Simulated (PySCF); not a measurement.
First hyperpolarisability: 4-ethynylpyridine, C7H5N

Cartesian coordinates in Å; atom numbers follow the order of the lines, from 1:
```xyz
13

C     3.153   -0.258   -0.063
C     1.944   -0.165   -0.051
C     0.520   -0.056   -0.037
C    -0.114    1.175   -0.262
C    -1.505    1.222   -0.236
N    -2.278    0.163   -0.010
C    -1.675   -1.004    0.203
C    -0.293   -1.174    0.202
H     4.224   -0.341   -0.073
H     0.474    2.074   -0.452
H    -2.020    2.174   -0.409
H    -2.328   -1.865    0.387
H     0.152   -2.154    0.382
```

Computed, not measured: PySCF, quadratic response CAM-B3LYP/aug-cc-pVDZ first hyperpolarisability, Taylor convention, gas phase. Geometry: PBE0-D3(BJ)/def2-SVP.

Give β for the processes computed.

In au, Taylor convention; the vector part is βᵢ = ⅓ Σⱼ (βᵢⱼⱼ + βⱼᵢⱼ + βⱼⱼᵢ); β∥ is 3/5 of the vector part along the dipole, the dipole points from − to +:
| process | λ (nm) | β vector norm | β∥ | β HRS | depolarisation ratio |
| --- | --- | --- | --- | --- | --- |
| static β(0;0,0) | ∞ | 17.6 | 10.6 | 30.9 | 1.58 |
| second harmonic β(−2ω;ω,ω) | 1907 | 23.6 | 14.2 | 34.9 | 1.62 |
| Pockels β(−ω;ω,0) | 1907 | 19.5 | 11.7 | – | – |
| second harmonic β(−2ω;ω,ω) | 1064 | 41.6 | 24.9 | 46.5 | 1.71 |
| Pockels β(−ω;ω,0) | 1064 | 24.1 | 14.5 | – | – |

Which lowest excitations, dipole and polarisabilities go with it?

S1 4.78 eV (f = 0.003); S2 5.21 eV (f = 0.042); S3 5.36 eV (f = 0.254); dipole 2.00 D; isotropic α 89.8 au static, 90.3 au at 1907 nm, 91.2 au at 1064 nm, 91.5 au at 953.5 nm, 95.7 au at 532 nm.
